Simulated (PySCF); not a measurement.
**Aluminium: a sound run and one with changed settings**

Sound run: Al+ [Ne] 3s2, Al(2+) [Ne] 3s1. Computed with PySCF 2.14 in def2-SVP (4s3p1d, 18 functions), with no relativity, point nucleus. In the sound run the correlated levels freeze [Ne]. The sound run starts from symmetry-adapted Hartree-Fock orbitals and uses a fine grid where one is needed.

Changed run: scalar relativity by spin-free X2C-1e. This setting is unsound on purpose.

| species | method | sound run (hartree) | changed run (hartree) | converged |
| --- | --- | --- | --- | --- |
| Al+ | UHF | -241.58509 | -241.98214 | yes |
| Al+ | LDA | -241.00199 | -241.39861 | yes |
| Al+ | B3LYP | -242.08048 | -242.47729 | yes |
| Al+ | MP2 | -241.61054 | -242.00760 | yes |
| Al+ | CCSD(T) | -241.62326 | -242.02028 | yes |
| Al(2+) | UHF | -240.94268 | -241.33850 | yes |
| Al(2+) | LDA | -240.30768 | -240.70291 | yes |
| Al(2+) | B3LYP | -241.38524 | -241.78068 | yes |

Ionisation energy of Al+:

| method | sound run (eV) | changed run (eV) |
| --- | --- | --- |
| UHF | 17.481 | 17.514 |
| LDA | 18.893 | 18.931 |
| B3LYP | 18.919 | 18.956 |
| MP2 | 18.173 | 18.207 |
| SCS-MP2 | 18.312 | 18.346 |
| CCSD | 18.519 | 18.552 |
| CCSD(T) | 18.519 | 18.552 |
| CCSDT | 18.519 | 18.552 |
| FCI | 18.519 | 18.552 |

Most of the change in total energy is the relativistic energy itself. On top of that the contraction fixes the core shape for the Hamiltonian it was made with, so the changed run is not a good calculation with the other Hamiltonian either.

For comparison, NIST gives 18.829 eV between the lowest levels.
